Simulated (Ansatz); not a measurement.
`C[Se][Al]([Cl])[Cl]` + H–F → `[F][Al]([Cl])[Cl]` + `C[SeH]`  (ligand exchange at the Al–Se bond)

Program: Ansatz. Geometries: PBE0-D4/def2-TZVP. ΔE: electronic, gas phase. CBS: MP2 limit from def2 TZ/QZ plus the TZ coupled-cluster correction, frozen cores. This one scheme is used for every species. Functionals use def2-TZVPP. B3LYP here is the variant with VWN-RPA as its local correlation; programs differ in this. For Se outer-core shells are correlated without core-valence functions, which leaves a few kJ/mol of doubt a bond. Scalar relativity is left out up to krypton. One conformer a species, not always the lowest.

`C[Se][Al]([Cl])[Cl]`:

```xyz
8

C     0.487   -0.800    1.186
Se   -0.925    0.547    0.953
Al   -0.668    0.978   -1.273
Cl   -1.943    2.330   -2.208
Cl    0.837    0.059   -2.389
H     1.271   -0.672    0.444
H     0.047   -1.791    1.104
H     0.894   -0.651    2.184
```

H–F:

Z-matrix (Å, degrees):
```
F
H 1 0.920
```

`[F][Al]([Cl])[Cl]`:

Cartesian coordinates in Å:
```
F 0.131 -0.742 1.557
Al 0.007 -0.042 0.087
Cl 1.574 -0.209 -1.247
Cl -1.712 0.993 -0.397
```

`C[SeH]`:

```xyz
6

C    -0.156   -0.395    0.344
Se   -0.431    1.138   -0.828
H     0.243   -1.237   -0.216
H    -1.139   -0.654    0.733
H     0.501   -0.132    1.170
H     0.982    1.279   -1.203
```

| level | ΔE (kJ/mol) | difference from CCSD(T)/CBS |
| --- | --- | --- |
| revPBE-D4 | -47.3 | 7.0 |
| r2SCAN-D4 | -60.3 | -6.0 |
| B3LYP-D4 | -61.1 | -6.8 |
| BHLYP-D4 | -61.2 | -6.9 |
| B2PLYP | -67.4 | -13.1 |
| BLYP | -75.7 | -21.4 |
| r2SCAN | -62.3 | -8.0 |
| MP2/def2-TZVPP | -53.6 | 0.7 |
| CCSD/def2-TZVPP | -63.5 | -9.2 |
| HF/def2-QZVPP | -81.3 | -27.0 |
| CCSD(T)/CBS | -54.3 | 0 |

Largest T1 diagnostic among the species: 0.010.

The D4 term adds +11.7 kJ/mol with B3LYP and +6.6 kJ/mol with PBE0; it sums over pairs of atoms, weighted by their polarisabilities, and B3LYP, whose exchange is more repulsive, gets the larger term. At CCSD(T), def2-SVP lies −15.1 kJ/mol from the extrapolated value and def2-TZVPP −4.8 kJ/mol.
